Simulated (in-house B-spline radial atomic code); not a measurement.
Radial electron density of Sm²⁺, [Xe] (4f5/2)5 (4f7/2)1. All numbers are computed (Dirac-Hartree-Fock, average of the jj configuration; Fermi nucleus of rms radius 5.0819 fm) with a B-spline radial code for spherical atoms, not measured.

Columns: r (bohr), 4πr²n(r) (electrons per bohr), bar.

```
0.000744    2.227 #
0.000917    3.167 #
 0.00113    4.479 ##
 0.00139    6.278 ###
 0.00172    8.814 ####
 0.00212    12.18 #####
 0.00261    16.61 #######
 0.00321     22.3 #########
 0.00396    29.56 ############
 0.00488    38.29 ################
 0.00601    48.29 ####################
 0.00741    59.06 ########################
 0.00913    69.46 ############################
  0.0113    78.21 ################################
  0.0139    83.27 ##################################
  0.0171    83.92 ##################################
  0.0211    80.51 #################################
   0.026    75.73 ###############################
   0.032    74.07 ##############################
  0.0394    79.49 ################################
  0.0486    91.98 #####################################
  0.0599    104.8 ###########################################
  0.0738    108.2 ############################################
   0.091    98.35 ########################################
   0.112    84.57 ##################################
   0.138    81.71 #################################
    0.17    91.28 #####################################
    0.21     94.3 ######################################
   0.259    75.21 ###############################
   0.319     48.1 ####################
   0.393    37.72 ###############
   0.484    43.44 ##################
   0.596    44.09 ##################
   0.735    32.34 #############
   0.906    19.28 ########
    1.12    12.48 #####
    1.38    9.577 ####
     1.7    6.639 ###
    2.09    3.524 #
    2.58     1.31 #
    3.17   0.3395 
    3.91  0.05497 
    4.82 0.005404 
    5.94 0.0003132
```

On this grid the curve has 4 maxima, near 0.0171, 0.0738, 0.21, 0.596 bohr.

The 4f5/2 radial function P(r) = rR(r), positive near the nucleus, with its small component Q(r) (sign convention: Q ≈ (P' + κP/r)/2c):

```
r (bohr)         P           Q
   0.032  0.001677    0.001185
  0.0486  0.006889    0.003166
  0.0738   0.02575    0.007542
   0.112   0.08426     0.01537
    0.17    0.2311     0.02551
   0.259    0.5101     0.03279
   0.393    0.8522     0.03055
   0.596     1.036     0.01946
   0.906    0.9056    0.008377
    1.38    0.5775    0.002395
    2.09     0.274   0.0003907
    3.17   0.08974  -2.754e-05
    4.82   0.01596  -2.592e-05
```
